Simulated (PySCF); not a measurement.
A PySCF script (with the pyscf-properties extension) for the NMR shieldings of `C#[N+][B@@H-](C)NC(C)=O`, C$_{4}$H$_{9}$BN$_{2}$O, on a GFN2-xTB geometry:

```python
import basis_set_exchange as bse
import numpy as np
from pyscf import gto, dft
from pyscf.prop import nmr

atoms = """
C    -1.849857    1.914055   -0.837350
N    -1.326617    1.135231   -0.181197
B    -1.017342    0.024234    0.744120
C    -1.907382   -1.244806    0.214854
N     0.483504   -0.266925    0.668545
C     1.372363    0.407798   -0.061541
C     2.807729   -0.084340    0.049917
O     1.065388    1.359483   -0.767926
H    -2.242196    2.659933   -1.468653
H    -1.334360    0.408095    1.830760
H    -1.737461   -2.108620    0.851617
H    -2.972117   -1.026506    0.238766
H    -1.646070   -1.526679   -0.801984
H     0.829342   -1.034817    1.220508
H     3.436031    0.477301   -0.635448
H     3.167503    0.061806    1.066744
H     2.864543   -1.143213   -0.193256
"""
names = dict.fromkeys(["C", "N", "B", "O", "H"], "pcSseg-1")
basis = {el: gto.basis.parse(bse.get_basis(n, elements=[el], fmt="nwchem")) for el, n in names.items()}
mol = gto.M(atom=atoms, basis=basis, charge=0, verbose=0)
mf = dft.RKS(mol, xc="PBE0")
mf.grids.level = 2
mf.grids.alignment = dft.numint.BLKSIZE   # the property module wants whole blocks of grid points
mf.conv_tol = 1e-9
mf.kernel()

calc = nmr.RKS(mf)   # GIAO
C = mf.mo_coeff
Co = C[:, mf.mo_occ > 0]
resp = mf.gen_response(singlet=True, hermi=2)
def vind(x):   # induced exchange potential for any number of trial vectors
    d = np.einsum("pi,xij,qj->xpq", C, 2 * x.reshape(-1, C.shape[1], Co.shape[1]), Co, optimize=True)
    return np.einsum("xpq,pi,qj->xij", resp(d - d.transpose(0, 2, 1)), C, Co, optimize=True).ravel()
mo1, _ = nmr.rhf.solve_mo1(calc, with_cphf=vind)
sigma = calc.kernel(mo1)
for i, s in enumerate(sigma):   # ppm
    w = np.linalg.eigvalsh((s + s.T) / 2)
    print("%2d %-2s iso %8.1f  s11 %8.1f  s22 %8.1f  s33 %8.1f" % (i, mol.atom_pure_symbol(i), w.mean(), *w))
```

Question: Give the expected output.

Answer: 
```
 0 C  iso     63.4  s11     -2.1  s22      2.2  s33    190.2
 1 N  iso     32.4  s11   -148.1  s22   -131.1  s33    376.4
 2 B  iso    123.3  s11    111.2  s22    124.8  s33    133.9
 3 C  iso    172.8  s11    156.9  s22    173.8  s33    187.7
 4 N  iso    135.6  s11     34.9  s22    154.4  s33    217.4
 5 C  iso     14.2  s11    -64.8  s22     13.2  s33     94.3
 6 C  iso    161.4  s11    132.0  s22    157.4  s33    194.6
 7 O  iso    -88.2  s11   -377.7  s22   -141.3  s33    254.5
 8 H  iso     26.8  s11     23.2  s22     23.7  s33     33.4
 9 H  iso     28.5  s11     26.1  s22     28.0  s33     31.4
10 H  iso     31.6  s11     27.6  s22     29.3  s33     37.8
11 H  iso     31.8  s11     28.3  s22     29.0  s33     38.0
12 H  iso     31.5  s11     28.7  s22     30.0  s33     35.9
13 H  iso     28.4  s11     23.1  s22     30.6  s33     31.5
14 H  iso     30.2  s11     26.4  s22     28.6  s33     35.5
15 H  iso     29.7  s11     26.3  s22     28.8  s33     34.1
16 H  iso     29.9  s11     26.2  s22     29.5  s33     34.0
```

These numbers come from an equivalent density-fitted implementation of the same equations, which agrees with the script to about 0.01 ppm for H and up to a few tenths of a ppm for heavy atoms, so last digits may differ.

Size and cost of the density-fitted run: 181 basis functions, 50 s wall time on 1 thread of an Arm Neoverse N1, shared host; peak memory 0.82 GiB.
